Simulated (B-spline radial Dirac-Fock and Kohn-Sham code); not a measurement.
# Satellites and hypersatellites of the K lines of Zn²⁺

System: the Zn²⁺ ion, configuration [Ar] 3d10.

Level of theory: Dirac-Fock ΔSCF + Breit + QED; an atomic code on a B-spline grid. Each two-hole energy is an average over J within one jj subconfiguration, not an observable level; in light atoms, where LS coupling holds, the j-resolved values are not observed lines, and for a K spectator the Kα1 hypersatellite is nearly forbidden. Electron correlation is not included.

Lines without a spectator: Kα2 (K-L2) 8615.1 eV, Kα1 (K-L3) 8638.5 eV, Kβ3 (K-M2) 9566.9 eV, Kβ1 (K-M3) 9570.0 eV. Shifts in eV with one spectator hole (a dash: not computed, or left out as unreliable):

| spectator hole | Kα2 | Kα1 | Kβ3 | Kβ1 |
| --- | --- | --- | --- | --- |
| L2 (2p1/2) | +30.8 | +37.7 | – | +81.7 |
| L3 (2p3/2) | +34.4 | +33.1 | +78.2 | – |
| M2 (3p1/2) | – | +2.91 | +5.31 | +7.13 |
| M3 (3p3/2) | +2.60 | – | +6.59 | +6.12 |
| M4 (3d3/2) | -0.04 | -0.94 | – | – |
| M5 (3d5/2) | -1.03 | -0.44 | – | – |

Question: Where does the K-L3 hypersatellite lie, emitted when both K electrons are missing?

Answer: +322.3 eV from the normal line, at 8960.8 eV. Removing both K electrons costs 19807.5 eV, which is 428.1 eV more than twice the K binding energy. In light atoms the observed hypersatellite is the ¹S₀ → ¹P₁ component, which lies below this average, and the triplet component is nearly forbidden.

With n spectator holes in 2p, averaged over the 2p shell (energies in eV):

| n | KαLⁿ | step | hypersatellite KαʰLⁿ |
| --- | --- | --- | --- |
| 0 | 8630.7 | – | 8951.9 |
| 1 | 8665.2 | +34.5 | 8987.6 |
| 2 | 8700.7 | +35.5 | 9024.2 |
| 3 | 8737.2 | +36.5 | 9061.9 |
| 4 | 8774.8 | +37.6 | 9100.6 |
| 5 | 8813.4 | +38.6 | 9140.5 |
